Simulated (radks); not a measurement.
Task: Method: scalar-relativistic Kohn-Sham, LDA (Slater exchange, Perdew-Wang correlation), spin-polarised, spherical densities, finite nucleus; Fermi nuclear charge, rms radius of each element as measured or else 0.836 A^(1/3) + 0.57 fm; computed with a radial shooting solver on a logarithmic mesh with Libxc functionals. Response by self-consistent Sternheimer equations with the Hartree and adiabatic LDA kernel, the relativistic mass of each level held fixed and spin-orbit coupling left out. Rank Kr6+, Se4+, Zn, Br5+, As3+, Sr8+, Ga+, Ge2+, Rb7+ (NIST ground configurations) by static dipole polarisability, largest first.

Result: Zn 36.16, Ga+ 16.70, Ge2+ 9.853, As3+ 6.522, Se4+ 4.624, Br5+ 3.434, Kr6+ 2.637, Rb7+ 2.077, Sr8+ 1.670 bohr^3.
